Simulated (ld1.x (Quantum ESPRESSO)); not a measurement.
Si: one change to an RRKJ potential, before and after

ld1.x (Quantum ESPRESSO) 7.5 input, shortened:

```
&input
   title='Si', zed=14., rel=0, dft='PBE', iswitch=3,
   config='[Ne] 3s1.75 3p2.25'
 /
 &inputp
   pseudotype=2, tm=.false., rho0=0.01, lloc=1,
   nlcc=.true.
 /
2
3S  1  0   1.75   0.00  1.85  1.85  0.0
3P  2  1   2.25   0.00  2.20  2.20  0.0
 &test
   configts(1)='3s1.75 3p2.25'
 /
```

Change: all radii but the core radius scaled by about 1.39 (s 2.58, p 3.06 bohr).

Cutoffs: the cutoffs (Ry, on a coarse ladder) from which the occupation-weighted sum of valence levels, in a spherical-Bessel basis at the reference potential, stays within 10 and 1 mRy of its value at 400 Ry; they do not see the model core or the augmentation charge, which bear on the density cutoff. Errors are all-electron minus pseudo energies relative to the spin-unpolarised reference configuration.

Q: How do hardness, ghosts and transferability respond?

A: The potential gets softer (25 Ry and 45 Ry → 12 Ry and 15 Ry); of the 7 tests that both files solve, the error grows in 2 and shrinks in 3 by more than 15 % and 0.3 meV (median size 1.3 → 2.0 meV); neither file shows a bound ghost. A larger radius leaves more room for a smooth pseudo-wave, so fewer plane waves are needed.

```tsv
quantity	base	changed
cutoff, loose	25 Ry	12 Ry
cutoff, tight	45 Ry	15 Ry
loose cutoff by channel (10 mRy a level)	s 15 Ry, p 6 Ry	s 10 Ry, p 6 Ry
bound ghosts	none	none
error for 3s2 3p2, meV [ΔE -1.67 eV]	0.0	-0.2
error for 3s2 3p1, meV [ΔE 6.08 eV]	+1.3	+1.0
error for 3s2 3p0, meV [ΔE 22.08 eV]	+12	+7.3
error for 3s1 3p3, meV [ΔE 5.08 eV]	+0.6	-2.0
error for 3s1 3p0, meV [ΔE 55.98 eV]	+65	+23
error for 3s2 3p2.3, meV [ΔE -2.61 eV]	+0.2	+0.1
error for 3s0 3p4, meV [ΔE 11.99 eV]	+3.6	-12
```
